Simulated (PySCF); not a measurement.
## Br⁺: excitation energy

Br⁺ [Ar] 3d10 4s2 4p4 (3P) → Br⁺ [Ar] 3d10 4s1 4p4 5s1 (5P), as a difference of total energies. Calculation: PySCF 2.14, in aug-cc-pVDZ-DK; the spin-free X2C one-electron Hamiltonian (Gaussian nucleus). Correlated levels: valence: [Ar] 3d10 frozen. The calculations carry no spin-orbit coupling.

```json
{"method": "UHF", "excitation energy (cm⁻¹)": "192940"}
{"method": "MP2 (valence)", "excitation energy (cm⁻¹)": "191310"}
{"method": "SCS-MP2 (valence)", "excitation energy (cm⁻¹)": "191930"}
{"method": "CCSD (valence)", "excitation energy (cm⁻¹)": "188580"}
{"method": "CCSD(T) (valence)", "excitation energy (cm⁻¹)": "187850"}
```

A first-order spin-orbit estimate (lowest level to lowest level, LS coupling) adds -0.023 eV.

The upper state lies above the first ionisation limit, where it may autoionise and the basis confines it. A Rydberg-like electron needs more diffuse functions than a valence basis has.

The promoted electron is Rydberg-like, and one or two diffuse shells describe it only roughly, which tends to raise the upper state.

The coupled-cluster amplitudes are large for the upper state (T1 above 0.03 or a double amplitude above 0.15), so a single reference is strained.
